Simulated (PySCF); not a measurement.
Harmonic spectrum computed at PBE0 in the def2-TZVP basis family (core potentials from Rb on, PySCF, no spin–orbit coupling):

| symmetry | ω (cm⁻¹) | IR (km/mol) |
| --- | --- | --- |
| a' | 333 | 5.5 |
| a' | 474 | 22.0 |
| a'' | 663 | 2.1 |
| a'' | 1015 | 208 |
| a' | 1066 | 65.3 |
| a' | 1981 | 121 |

Task: Which molecule gave it? In each, all ligands are bound to the one heavy central atom.
A. HIO₂ (singlet)
B. HNbO₂ (singlet)
C. HAsO₂ (singlet)
D. HRuO₂ (doublet)
E. HWO₂ (doublet)

Result: E. It has Cs symmetry with W–H 1.734 Å, W–O 1.695 Å (×2).
